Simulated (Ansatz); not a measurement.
Program: Ansatz. Geometries: PBE0-D4/def2-TZVP. ΔE: electronic, gas phase. CCSD(T)/CBS adds triple-zeta CCSD(T) − MP2 to the extrapolated MP2 energy (def2 sets, frozen cores). This one scheme is used for every species. Functionals use def2-TZVPP. B3LYP here is the variant with VWN-RPA as its local correlation; programs differ in this. One conformer a species, not always the lowest.

Consider the cleavage of the Si–Si bond: `O=C[SiH]([SiH3])[SiH3]` + `NN` → `NN[SiH3]` + `O=C[SiH2][SiH3]`.

CCSD(T)/CBS gives -0.28 eV.

Another level gave -0.47 eV. Which?
A. HF/def2-TZVPP
B. B3LYP-D4/def2-TZVPP
C. PBE0-D4/def2-TZVPP
D. SCS-MP2/def2-TZVPP

A. HF/def2-TZVPP -0.47, B3LYP-D4 -0.29, PBE0-D4 -0.16, SCS-MP2/def2-TZVPP -0.38 eV.

Largest T1 diagnostic among the species: 0.016.

From PBE to PBE0 (25 % exact exchange), in def2-TZVPP and without D4, ΔE moves by −0.04 eV. In def2-TZVPP, CCSD(T) changes the Hartree–Fock value by +0.20 eV (the triples alone add +0.03 eV) and MP2 by +0.13 eV.
